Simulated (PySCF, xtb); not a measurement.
2-fluorobut-1-ene (C4H7F), SMILES C(C)C(F)=C. Other conformers were not sampled.

Harmonic wavenumbers (cm⁻¹) from xtb with GFN2-xTB at its own minimum, in rising order: 61, 208, 222, 376, 438, 586, 724, 815, 842, 874, 927, 1024, 1077, 1086, 1215, 1247, 1312, 1380, 1410, 1462, 1497, 1500, 1734, 2972, 3009, 3039, 3042, 3046, 3133, 3172.

### Question
What does TPSSh-D3(BJ)/def2-SVP (PySCF) give at its own minimum? (The exact figures need the calculation; the answer reports its results.)

### Answer
93, 225, 235, 395, 464, 615, 748, 789, 815, 861, 946, 1000, 1079, 1094, 1261, 1298, 1356, 1403, 1412, 1464, 1488, 1503, 1747, 3031, 3041, 3102, 3127, 3138, 3173, 3278. Paired by order, the mean absolute difference is 32 cm⁻¹ and the zero-point energies are 62.1 and 63.2 kcal/mol.
